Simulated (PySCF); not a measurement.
SnFBr, SMILES [F][Sn][Br] (connectivity only; charge and spin as stated), neutral, multiplicity 1.

Geometry optimised at B3LYP-D3(BJ)/def2-TZVP. The def2 effective core potentials stand for the cores of Sn; spin–orbit coupling is left out.

Level of theory: TDA-ωB97X/def2-SVPD in PySCF.

Vertical excitations. Gas-phase values at a fixed geometry. State labels are in the subgroup Cs.

Computed UV-visible absorptions:
| state | symmetry | energy (eV) | λ (nm) | f | main pairs |
|---|---|---|---|---|---|
| S1 | A" | 4.17 | 297 | 0.050 | HOMO→LUMO 97 % |
| S2 | A" | 4.60 | 270 | 0.003 | HOMO−1→LUMO 98 % |
| S3 | A' | 5.06 | 245 | 0.014 | HOMO−2→LUMO 89 % |
| S4 | A' | 6.45 | 192 | 0.046 | HOMO→LUMO+1 35 %, HOMO−1→LUMO+1 31 %, HOMO−1→LUMO+2 15 %, HOMO→LUMO+2 11 % |
| S5 | A' | 6.55 | 189 | 0.158 | HOMO→LUMO+2 79 % |
| S6 | A" | 6.63 | 187 | 0.000 | HOMO−2→LUMO+1 54 %, HOMO−3→LUMO 32 % |
| S7 | A" | 6.76 | 183 | 0.062 | HOMO−3→LUMO 56 %, HOMO−2→LUMO+1 26 %, HOMO−5→LUMO 8 % |
| S8 | A' | 6.86 | 181 | 0.325 | HOMO−1→LUMO+1 56 %, HOMO→LUMO+1 23 %, HOMO−1→LUMO+2 14 % |
| S9 | A" | 7.00 | 177 | 0.006 | HOMO−5→LUMO 88 % |
| S10 | A" | 7.18 | 173 | 0.000 | HOMO−2→LUMO+2 81 %, HOMO−2→LUMO+1 13 % |
| T1 | A" | 3.20 | 388 | 0 | HOMO→LUMO 91 % |
| T2 | A" | 4.48 | 276 | 0 | HOMO−1→LUMO 92 % |
| T3 | A' | 4.50 | 276 | 0 | HOMO−2→LUMO 97 % |
| T4 | A' | 5.33 | 233 | 0 | HOMO→LUMO+1 89 % |
Triplets are in the Tamm–Dancoff approximation.
